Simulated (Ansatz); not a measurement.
Steps of a relaxation of `[OH][Hf]([OH])([SH])[SH]` with RKS PBE0-D4/def2-TZVP.

```sh
$ ansatz run in.yaml --threads 4 --pin off --events-out ev --progress --plain --max-ram 10444MiB
```

```yaml
crystal:
  periodic: [false, false, false]
  atoms:
    - {symbol: O, position_ang: [-1.541530, 0.803280, -0.662190]}
    - {symbol: Hf, position_ang: [-0.009020, -0.005500, 0.019880]}
    - {symbol: O, position_ang: [1.657720, -0.735420, 0.417350]}
    - {symbol: S, position_ang: [-0.783440, -2.222580, -0.787440]}
    - {symbol: S, position_ang: [0.636940, 2.137140, 1.096050]}
    - {symbol: H, position_ang: [-2.223060, 0.313930, -1.135990]}
    - {symbol: H, position_ang: [2.350790, -0.239230, 0.866250]}
    - {symbol: H, position_ang: [0.375800, -2.793240, -0.477950]}
    - {symbol: H, position_ang: [-0.464180, 2.741630, 0.664040]}
basis:
  gaussian: {orbitals: def2-TZVP}
hamiltonian: {xc: pbe0, dispersion: d4}
relax: {f_tol: 0.005, max_steps: 150}
```

Positions (Å) and forces (eV/Å) along the path, 15 of 38 steps:

```xyz
9
step=1 energy=-27131.4717 eV
O    -1.542    0.803   -0.662   -3.159    0.913   -1.925
Hf   -0.009   -0.005    0.020   -0.402   -0.242    0.863
O     1.658   -0.735    0.417    3.645   -0.621    0.858
S    -0.783   -2.223   -0.787   -0.599   -0.093   -0.062
S     0.637    2.137    1.096    0.430   -0.015    0.445
H    -2.223    0.314   -1.136   -0.169    0.549   -0.063
H     2.351   -0.239    0.866    0.275   -0.485   -0.142
H     0.376   -2.793   -0.478    0.317   -0.197    0.114
H    -0.464    2.742    0.664   -0.338    0.191   -0.087
9
step=2 energy=-27132.0644 eV
O    -1.617    0.784   -0.822    0.494   -0.349   -0.062
Hf   -0.017   -0.010    0.037   -0.029   -0.020    0.069
O     1.818   -0.665    0.395   -0.350    0.434   -0.244
S    -0.894   -2.271   -0.678    0.119    0.437    0.393
S     0.623    2.111    1.256   -0.271   -0.535   -0.060
H    -2.310    0.335   -1.314    0.081    0.304   -0.020
H     2.541   -0.199    0.824    0.022   -0.243   -0.199
H     0.305   -2.824   -0.445    0.071   -0.131    0.079
H    -0.448    2.738    0.747   -0.136    0.102    0.045
9
step=7 energy=-27133.5422 eV
O    -1.078    0.874   -1.343    0.003   -0.329    0.062
Hf   -0.013   -0.007    0.026    0.124    0.072   -0.259
O     1.860   -0.413   -0.316   -0.119    0.263    0.170
S    -1.067   -2.226    0.272    0.305    0.043    0.147
S     0.056    1.629    1.873   -0.300   -0.038   -0.160
H    -1.889    0.636   -1.809    0.422    0.170    0.111
H     2.683   -0.168    0.123   -0.320   -0.110   -0.317
H     0.141   -2.805    0.048   -0.267    0.126    0.069
H    -0.693    2.480    1.125    0.152   -0.197    0.177
9
step=8 energy=-27133.6542 eV
O    -0.975    0.891   -1.392   -0.220   -0.070   -0.235
Hf   -0.002   -0.001    0.005   -0.117   -0.073    0.250
O     1.831   -0.387   -0.424    0.302    0.121    0.063
S    -1.054   -2.168    0.457    0.125   -0.099    0.028
S    -0.075    1.503    1.939   -0.120    0.097   -0.030
H    -1.776    0.675   -1.875    0.144    0.152   -0.035
H     2.664   -0.151   -0.012   -0.039   -0.091   -0.188
H     0.104   -2.783    0.121   -0.152    0.056    0.041
H    -0.717    2.421    1.181    0.078   -0.091    0.105
9
step=9 energy=-27133.6802 eV
O    -0.952    0.877   -1.419    0.183   -0.015    0.110
Hf   -0.002   -0.002    0.005   -0.158   -0.087    0.325
O     1.833   -0.356   -0.450   -0.201   -0.001   -0.067
S    -1.052   -2.154    0.562    0.042    0.097   -0.028
S    -0.150    1.445    1.987    0.011   -0.062   -0.089
H    -1.719    0.683   -1.945   -0.242    0.055   -0.258
H     2.681   -0.115   -0.095    0.358    0.013    0.013
H     0.051   -2.790    0.130    0.030   -0.065   -0.010
H    -0.691    2.411    1.225   -0.023    0.064    0.004
9
step=14 energy=-27133.7598 eV
O    -0.997    0.825   -1.330    0.011   -0.018    0.098
Hf   -0.040   -0.024    0.086    0.068    0.041   -0.146
O     1.789   -0.360   -0.345   -0.083   -0.024    0.053
S    -1.042   -2.205    0.616   -0.002   -0.038    0.012
S    -0.206    1.469    2.031   -0.016    0.030    0.023
H    -1.412    0.990   -2.171   -0.010    0.014   -0.033
H     2.704   -0.227   -0.571    0.034    0.000   -0.017
H     0.128   -2.823    0.370    0.001   -0.001    0.006
H    -0.924    2.354    1.315   -0.003   -0.005    0.004
9
step=15 energy=-27133.7599 eV
O    -0.998    0.825   -1.329    0.013   -0.019    0.102
Hf   -0.040   -0.024    0.086    0.067    0.041   -0.144
O     1.789   -0.360   -0.345   -0.087   -0.025    0.054
S    -1.042   -2.205    0.615    0.000   -0.036    0.011
S    -0.205    1.470    2.030   -0.017    0.029    0.021
H    -1.411    0.992   -2.170   -0.013    0.015   -0.039
H     2.703   -0.229   -0.571    0.040    0.001   -0.018
H     0.130   -2.821    0.371   -0.001   -0.002    0.006
H    -0.926    2.352    1.313   -0.003   -0.004    0.006
9
step=17 energy=-27133.7596 eV rejected
O    -1.012    0.833   -1.335   -0.009    0.022   -0.049
Hf   -0.026   -0.016    0.056   -0.094   -0.057    0.199
O     1.803   -0.367   -0.340    0.043    0.001   -0.029
S    -1.029   -2.187    0.635    0.012   -0.002   -0.042
S    -0.224    1.449    2.024    0.022    0.023   -0.031
H    -1.404    1.021   -2.181   -0.024    0.025   -0.040
H     2.712   -0.249   -0.596    0.053   -0.010   -0.015
H     0.143   -2.811    0.414    0.006   -0.004    0.005
H    -0.963    2.327    1.322   -0.008    0.003    0.001
9
step=18 energy=-27133.7617 eV
O    -1.007    0.829   -1.327    0.005   -0.007    0.025
Hf   -0.035   -0.021    0.076    0.003    0.002   -0.007
O     1.794   -0.367   -0.338   -0.015   -0.002    0.011
S    -1.032   -2.204    0.615   -0.009   -0.010   -0.003
S    -0.212    1.472    2.023    0.006    0.009    0.010
H    -1.409    1.011   -2.170   -0.011    0.015   -0.027
H     2.706   -0.245   -0.582    0.022   -0.005   -0.011
H     0.143   -2.821    0.390    0.008    0.001    0.005
H    -0.947    2.346    1.313   -0.009   -0.002   -0.003
9
step=19 energy=-27133.7633 eV
O    -1.015    0.826   -1.328   -0.004    0.005   -0.001
Hf   -0.032   -0.019    0.069   -0.002   -0.002    0.005
O     1.798   -0.365   -0.332    0.004   -0.004    0.000
S    -1.031   -2.207    0.596    0.002   -0.001   -0.005
S    -0.198    1.482    2.013    0.002    0.003   -0.004
H    -1.391    1.049   -2.173   -0.002    0.003   -0.004
H     2.704   -0.275   -0.612    0.005   -0.002   -0.002
H     0.163   -2.808    0.444   -0.001    0.003    0.007
H    -0.997    2.316    1.322   -0.004   -0.006    0.003
9
step=21 energy=-27133.7645 eV
O    -1.018    0.831   -1.336   -0.042    0.024   -0.087
Hf   -0.025   -0.014    0.053    0.005   -0.005    0.005
O     1.807   -0.366   -0.337    0.088    0.009   -0.025
S    -1.034   -2.201    0.565    0.092   -0.051   -0.010
S    -0.172    1.491    1.997   -0.065    0.064   -0.056
H    -1.374    1.091   -2.182    0.034   -0.026    0.081
H     2.707   -0.304   -0.647   -0.081   -0.005    0.029
H     0.179   -2.794    0.536   -0.102    0.062    0.007
H    -1.071    2.265    1.352    0.073   -0.072    0.054
9
step=26 energy=-27133.7700 eV rejected
O    -1.007    0.857   -1.410   -0.029   -0.037   -0.069
Hf    0.022    0.023   -0.042    0.089   -0.037    0.014
O     1.857   -0.346   -0.394    0.035    0.078   -0.006
S    -1.052   -2.147    0.400    0.295   -0.160    0.187
S    -0.019    1.528    1.906   -0.489    0.103   -0.144
H    -1.328    1.193   -2.242    0.008    0.004    0.032
H     2.737   -0.361   -0.759   -0.036   -0.013    0.011
H     0.080   -2.649    0.971   -0.361    0.193   -0.183
H    -1.291    1.903    1.571    0.487   -0.130    0.157
9
step=28 energy=-27133.7839 eV
O    -1.015    0.817   -1.436    0.006    0.000   -0.041
Hf    0.026    0.016   -0.056    0.002   -0.003    0.007
O     1.872   -0.311   -0.387    0.025    0.020   -0.028
S    -1.067   -2.145    0.383    0.153   -0.073    0.089
S    -0.007    1.511    1.899   -0.176    0.055   -0.034
H    -1.328    1.174   -2.261    0.003    0.000    0.027
H     2.749   -0.337   -0.758   -0.023   -0.011    0.013
H     0.041   -2.639    0.985   -0.166    0.088   -0.075
H    -1.271    1.915    1.631    0.175   -0.077    0.042
9
step=34 energy=-27133.7994 eV
O    -0.966    0.793   -1.541    0.006   -0.025    0.008
Hf    0.060    0.035   -0.128   -0.004    0.000    0.010
O     1.913   -0.234   -0.470   -0.015    0.017    0.009
S    -1.050   -2.109    0.349   -0.017    0.016   -0.012
S     0.014    1.498    1.850    0.022   -0.013   -0.001
H    -1.298    1.243   -2.311   -0.004    0.007   -0.009
H     2.781   -0.369   -0.837    0.011   -0.003   -0.005
H    -0.125   -2.444    1.268    0.009    0.007    0.007
H    -1.329    1.587    1.820   -0.009   -0.007   -0.006
9
step=38 energy=-27133.8002 eV
O    -0.956    0.781   -1.564    0.002   -0.001    0.003
Hf    0.066    0.039   -0.141    0.000    0.002   -0.002
O     1.922   -0.212   -0.485   -0.002    0.000    0.000
S    -1.053   -2.096    0.347    0.000   -0.001    0.000
S     0.020    1.487    1.846    0.000    0.000    0.000
H    -1.295    1.248   -2.322    0.000    0.000    0.000
H     2.788   -0.369   -0.848    0.000    0.000    0.000
H    -0.165   -2.391    1.315    0.000    0.000    0.000
H    -1.327    1.512    1.851    0.000    0.000    0.000
```

It took 4.1 min on 4 threads of an Arm Neoverse N1 on a shared host, with 0.63 GiB of host memory at the peak.
